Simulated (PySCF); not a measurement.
**Magnetic susceptibility: `O=C1CO[C@@H]1[C@@H](Cl)CF`, C$_{5}$H$_{6}$ClFO$_{2}$**

Geometry (Å), atoms numbered from 1 in this order:
```xyz
15

O    -1.912   -1.938   -0.686
C    -1.556   -0.866   -0.317
C    -2.043    0.559   -0.409
O    -0.934    0.992    0.390
C    -0.382   -0.324    0.497
C     0.997   -0.473   -0.135
Cl    0.873   -0.158   -1.896
C     1.988    0.499    0.492
F     3.267    0.171    0.140
H    -3.007    0.763    0.064
H    -2.025    0.986   -1.415
H    -0.352   -0.668    1.538
H     1.349   -1.502   -0.027
H     1.799    1.522    0.156
H     1.934    0.444    1.585
```

Computed, not measured: GIAO PBE0/pcSseg-1 magnetisability, rotational g tensor and spin-rotation constants, non-relativistic, gas phase in PySCF. Geometry: GFN2-xTB.

Q: How diamagnetic is it, and how anisotropic?

A: Isotropic -1215 × 10⁻³⁰ J/T², or -73.2 × 10⁻⁶ cm³/mol; principal values -1287, -1267, -1092 × 10⁻³⁰ J/T², anisotropy 186 × 10⁻³⁰ J/T² (root of half the summed squared differences of the principal values). The susceptibility is in cgs units.

Q: Split it along the inertial axes a, b, c into diamagnetic and paramagnetic parts about the centre of mass, with the quadrupole moment.

A: 
```csv
axis,χ (10⁻⁶ cm³/mol),diamagnetic (10⁻⁶ cm³/mol),paramagnetic (10⁻⁶ cm³/mol),summed x² of all electrons (Å²),quadrupole Θ (D Å)
a,-75.7,-589.5,513.9,253.1,-5.18
b,-72.9,-1300.7,1227.8,85.4,+0.39
c,-71.0,-1436.0,1365.0,53.5,+4.79
```
Anisotropies 2χaa − χbb − χcc = -7.4 and 2χbb − χaa − χcc = +0.8 × 10⁻⁶ cm³/mol. Θ is traceless in Buckingham's convention.

Q: And the rotational g tensor?

A: 
| axis | rotational constant (GHz) | g | nuclear part | electronic part |
| --- | --- | --- | --- | --- |
| a | 2.3698 | -0.0316 | 0.5406 | -0.5721 |
| b | 0.9320 | -0.0150 | 0.5225 | -0.5376 |
| c | 0.8328 | -0.0152 | 0.5188 | -0.5340 |

Asymmetric top; isotopes 12C, 35Cl, 19F, 1H, 16O; no vibrational averaging.
